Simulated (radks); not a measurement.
The numbers below are computed, except where a source is named.
Mean orbital radii <r> (bohr) of the gallium ion Ga15+, [Ne] 3s2 3p4, at several levels of relativity; Dirac values are averaged over j with weights 2j + 1. Spin-unpolarised spherical Kohn-Sham, PBE, point nucleus unless stated (finite: rms radius 3.9973 fm), a radial shooting solver on a logarithmic mesh with Libxc functionals. A level marked "c x" has the speed of light scaled by that factor and shares open shells by 2j + 1; other Dirac levels either fill j = l - 1/2 first or share by 2j + 1.

1s: non-rel. 0.04944; scalar-rel., finite nucleus 0.04861; Dirac, 2j+1 shares 0.04861; Dirac, c x 100 0.04943; change of magnitude, last against first (%) 0.00
2s: non-rel. 0.2198; scalar-rel., finite nucleus 0.2162; Dirac, 2j+1 shares 0.2160; Dirac, c x 100 0.2198; change of magnitude, last against first (%) 0.00
2p: non-rel. 0.1906; scalar-rel., finite nucleus 0.1892; Dirac, 2j+1 shares 0.1891; Dirac, c x 100 0.1906; change of magnitude, last against first (%) 0.00
3s: non-rel. 0.5722; scalar-rel., finite nucleus 0.5653; Dirac, 2j+1 shares 0.5651; Dirac, c x 100 0.5722; change of magnitude, last against first (%) 0.00
3p: non-rel. 0.5619; scalar-rel., finite nucleus 0.5590; Dirac, 2j+1 shares 0.5589; Dirac, c x 100 0.5619; change of magnitude, last against first (%) 0.00
3d (empty): non-rel. 0.5160; scalar-rel., finite nucleus 0.5162; Dirac, 2j+1 shares 0.5162; Dirac, c x 100 0.5160; change of magnitude, last against first (%) 0.00
4s (empty): non-rel. 1.136; scalar-rel., finite nucleus 1.126; Dirac, 2j+1 shares 1.125; Dirac, c x 100 1.136; change of magnitude, last against first (%) 0.00
